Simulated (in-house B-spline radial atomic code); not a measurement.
**RPA and G0W0 on LDA exchange-only: B IV (B3+)**

Configuration 1s2, mean-field start LDA exchange-only. Computed with an all-electron radial atomic-structure program (B-spline basis): all electrons, scalar-relativistic (spin-free one-electron X2C), finite nucleus, each spin shell either full or empty, empty states to l = 9 with an (l + 1/2)⁻⁴ tail; G0W0 by contour deformation at full frequency.

Command:
```bash
python run_gw.py task.json out
```
Settings (radii: box in bohr, nucleus in fm):
```
Z                        5
electrons                2
configuration            1s2
hamiltonian              x2c
method                   lda,
lmax                     9
rms_radius               2.406
spin_polarised           False
box_radius               14.14
intervals                71
ion_configuration        1s1
```

Cost of the run: 1.3 s on 1 thread of Arm Neoverse V1 (shared host).

Energies (hartree):

```tsv
term	value
mean-field total	-21.58625
Hartree-Fock functional on these orbitals	-21.98926
direct second order	-0.09475
second-order exchange	0.047375
SOSEX correction	0.044857
```

(1) What is the RPA correlation energy, and what remains with SOSEX?

Quasi-particle levels (eV):

| level | occupied | mean field | Σx - vxc | Σc | QP weight | G0W0 |
| --- | --- | --- | --- | --- | --- | --- |
| 1s | yes | -226.83 | -33.33 | ? | ? | ? |
| 2s | no | -40.34 | 2.66 | -0.18 | 0.999 | -37.85 |

G0W0 = mean field + (Σx - vxc) + Σc, with Σc (partial-wave tail included) taken at the quasi-particle energy.

(2) Where does G0W0 put 1s?

(3) What does it cost to remove one electron (to 1s1) by differences of total energies, each species on its own start (correlation terms add to the Hartree-Fock functional)?

Answers

(1) RPA gives -0.089713 hartree (-1.22 eV per electron); RPA + SOSEX gives -0.044856, and the second-order doubles -0.047375 hartree (no singles). SOSEX takes back 50 % of the RPA value, the self-correlation of each of the two electrons.

(2) At -259.20 eV, with Σc = 0.95 eV and a quasi-particle weight of 0.985. The tabulated removal energy is 259.374 eV (NIST, tabulated theory).

(3) LDA exchange-only 253.15 eV, Hartree-Fock functional 258.14 eV, + RPA 259.96 eV, + RPA + SOSEX 259.36 eV, + second order 259.43 eV. Tabulated: 259.374 eV (NIST, tabulated theory).
